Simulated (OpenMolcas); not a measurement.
# Lines of In I: computed and rescaled rates

| Item | Value |
| --- | --- |
| Program | OpenMolcas 26.06 |
| Method | SS-CASPT2, IPEA 0.25 Eh, imaginary shift 0.1 Eh (closed shells correlated: 4d) |
| Basis | ANO-RCC-VQZP [8s7p5d3f2g] |
| Scalar Hamiltonian | DKH2, point nucleus |
| Active space | 3 electrons in 8 orbitals (5s 5p 6s 6p) |
| State averaging | 2S+1 = 4 odd, 1 root (0 in the spin-orbit step); 2S+1 = 2 odd, 3 roots; 2S+1 = 4 even, 3 roots; 2S+1 = 2 even, 5 roots (0 in the spin-orbit step) |
| Spin-orbit coupling | RASSI with atomic mean-field integrals over the reference wave functions, term energies averaged over their components |

Rates come from the transition moments of the reference wave functions (E1 and E2 in the length form). At fixed line strength A goes as λ^-3 for E1 and M1 and as λ^-5 for E2, so a rate at the computed wavelength can be rescaled to the measured one. Measured vacuum wavelengths follow from level energies in NIST Handbook of Basic Atomic Spectroscopic Data. Branching counts decays inside the model space alone, at computed energies, and the table is only a selection of the M1 lines, drawn from those between levels with measured partners whose computed energy lies within a factor of 1.5 of the measured one.

| Upper | Lower | Type | λ computed (nm) | λ measured (nm) | A computed (s-1) | A rescaled (s-1) | Branching % |
| --- | --- | --- | --- | --- | --- | --- | --- |
| 5s 5p2 4P 3/2 | 5s 5p2 4P 1/2 | M1 | 13100 | 9586 | 1.00e-02 | 2.55e-02 | 100.0 |
| 5s 5p2 4P 5/2 | 5s 5p2 4P 3/2 | M1 | 7861 | 6988 | 3.35e-02 | 4.77e-02 | 99.7 |
| 5s2 5p 2P* 3/2 | 5s2 5p 2P* 1/2 | M1 | 5942 | 4520 | 4.31e-02 | 9.79e-02 | 99.8 |

The largest correction is for 5s 5p2 4P 3/2 → 5s 5p2 4P 1/2 (M1): 1.00e-02 × (13100 / 9586)^3 = 2.55e-02 s-1, a factor of 2.55.

No measured rate stands beside these. Rescaling mends the energy factor alone: line strengths can still be far off where a level mixes with configurations outside the active space, and weak or spin-changing lines hang on small mixing coefficients that depend on the term gaps too, so rescaling need not improve them.

Term energies are means over components that CASPT2 splits; among the terms shown or strongly mixed into the levels shown the widest spread is 26 cm-1 (5s 5p2 4P). Some high roots are left out of the spin-orbit mixing, which shifts the levels that they would mix with. Active for correlation alone: 6p 6s; no level in the range computed is led by a configuration that fills them, so any true level of that kind is missing. Terms of s pⁿ other than that of highest spin mix with s² pⁿ⁻² d, which this space lacks; all of them can be thousands of cm-1 off, and some have no real level of that name. Computed and measured levels are paired by configuration, term and J; levels that our copy of the source lacks, or whose pairing is in doubt (as where it misses far off the trend of its configuration), stay unpaired. Only configurations of the active space appear.

* marks odd parity.
